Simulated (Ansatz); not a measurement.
```xyz
10

C     0.976   -0.263   -2.448
C     0.546   -0.198   -1.314
Ti   -0.187   -0.085    0.595
O    -1.897   -0.580    0.508
O     0.052    1.600    1.105
O     0.714   -1.219    1.643
H     1.355   -0.324   -3.443
H    -2.650   -0.314   -0.020
H    -0.383    2.449    1.167
H     1.475   -1.066    2.207
```

Total charge 0; spin multiplicity 1.

(1) List the PBE0/def2-TZVPP orbital energies in eV (the Gaussian-basis code of Ansatz). (Estimate.)

Answers

(1) Computed: Occupied: -4875.43, -545.93, -523.03, -522.87, -522.79, -455.58, -455.56, -455.56, -277.98, -277.45, -67.09, -42.75, -42.64, -42.39, -27.56, -27.32, -27.20, -20.40, -14.77, -14.49, -14.07, -13.96, -10.65, -10.38, -10.24, -10.03, -9.79, -9.66, -9.42, -7.81, -7.78. Lowest empty: -1.88, -1.70, -0.79, -0.55, -0.31, 0.09, 1.17, 1.33.
